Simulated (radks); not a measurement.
Results of a calculation; reference values are marked as such.
Task: Valence configurations of the carbon ion C+ (all share [He]). Code: a radial shooting solver on a logarithmic mesh with Libxc functionals. Model: Dirac Kohn-Sham, LDA (Slater exchange, Perdew-Wang correlation), spin-unpolarised, spherical densities, finite nucleus; open shells are shared between the two j in proportion to 2j + 1; Fermi nuclear charge, rms radius 2.4702 fm. Order these by energy: 2s1.5 2p1.5; 2s1 2p2; 2s0.5 2p2.5; 2p3; 2s2 2p1.

Result: From the lowest, in eV above it: 2s2 2p1 0.000; 2s1.5 2p1.5 4.244; 2s1 2p2 8.493; 2s0.5 2p2.5 12.747; 2p3 17.006. NIST lists [He] 2s2 2p1 as the ground configuration; this level of theory agrees among the configurations tried. The energies are those of spherical spin-averaged densities, not of single terms.
